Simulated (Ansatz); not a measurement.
(1) Predict a relaxed structure of GeMeI3 (CH₃GeI₃), charge 0, singlet, at PBE-D4/def2-SVP (Ansatz).

Results:

(1) 
```tsv
atom	x (Å)	y (Å)	z (Å)
Ge1	-0.1496	-0.5272	0.5663
C2	0.2225	0.7841	-0.8426
H3	0.8774	1.5726	-0.4255
H4	-0.7371	1.2193	-1.1808
H5	0.7275	0.2670	-1.6805
I6	-1.6669	-2.3587	-0.3360
I7	-1.2996	0.6141	2.5274
I8	2.0258	-1.5712	1.3717
```
Point group C3v (tolerance 0.1 Å). This is one stationary point.

In the def2 sets I takes a core potential; there is no spin–orbit coupling.
